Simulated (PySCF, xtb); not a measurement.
B(GeH3)(Me)2 (C2H9BGe), SMILES [B]([GeH3])(C)C.

GFN2-xTB in xtb at its own geometry gives an orbital gap of 3.54 eV and a dipole moment of 2.37 D.

Coordinates come from a PBE0-D3(BJ)/def2-SVP optimisation.

**Question.** What does PBE/def2-TZVP (PySCF) give? (The exact figures need the calculation; the answer reports its results.)

**Answer.** gap 4.17 eV (levels -6.37 and -2.20 eV), dipole 1.59 D.
